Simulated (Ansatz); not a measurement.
Species: sum formula ZnOH, charge 0, multiplicity 2. The spin state was set by rule; other spins were not relaxed. 
Geometry from a B3LYP-D3(BJ)/def2-TZVP (Ansatz, an electronic-structure program) optimisation:
```xyz
3

Zn    -0.3184    -0.1518    -0.2560
O      1.0585     0.3996     0.8403
H      1.0851     1.3571     0.9575
```
Charge 0, spin multiplicity 2.

Total electronic energies in hartree. Valence correlation only, unless marked. Open shells are spin-unrestricted. No spin-orbit coupling. The frozen core is the preceding noble-gas configuration, with the filled d and f shells of earlier blocks. No relativistic terms. Basis-set limits of correlation are two-point, X^-3; Hartree-Fock from the larger set. The bracket is a focal-point correction in the basis named. The program attaches cautions to a run behind HF/STO-3G: other amplitudes. The program attaches cautions to a run behind MP2/STO-3G: other amplitudes.

| level | program | energy (Eh) |
|---|---|---|
| HF/STO-3G | Ansatz | -1831.87345 |
| HF/def2-QZVPP | Ansatz | -1853.31783 |
| RI-HF/def2-TZVPP | Ansatz | -1853.27113 |
| SVWN5/def2-TZVPD | Ansatz | -1851.80936 |
| PBE/def2-TZVPD | Ansatz | -1854.88875 |
| BLYP-D4/def2-TZVPD | Ansatz + dftd4 | -1855.31759 |
| B3LYP-D3(BJ)/def2-TZVPD | Ansatz + dftd3 | -1855.28824 |
| PBE0/def2-QZVPP | Ansatz | -1854.95085 |
| r2SCANh/def2-TZVPD | Ansatz | -1855.16031 |
| HSE06-D3(BJ)/def2-TZVPD | Ansatz + dftd3 | -1854.89806 |
| CAM-B3LYP-D3(BJ)/def2-TZVPD | Ansatz + dftd3 | -1855.32190 |
| B2PLYP-D4/def2-TZVPD | Ansatz + dftd4 | -1854.88374 |
| PBE-QIDH/def2-TZVPD | Ansatz | -1854.61563 |
| MP2/STO-3G | Ansatz | -1831.94179 |
| MP2/def2-SVP | Ansatz | -1853.39812 |
| MP2/def2-TZVPP | Ansatz | -1854.00275 |
| MP2/def2-QZVPP | Ansatz | -1854.10361 |
| SCS-MP2/6-31G* | Ansatz | -1853.31371 |
| SCS-MP2/def2-QZVPP | Ansatz | -1854.03886 |
| CCSD/def2-SVP | Ansatz | -1853.38324 |
| CCSD(T)/def2-TZVPP | Ansatz | -1853.98086 |
| RI-MP2/CBS(def2-TZVPPD,def2-QZVPPD)+[CCSD(T)-MP2]/def2-TZVPPD | Ansatz | -1854.1204 |
| CCSD(T)/CBS(def2-TZVPP,def2-QZVPP) | Ansatz | -1854.1208 |

Totals of different functionals don't rank their quality; only differences between species are comparable.
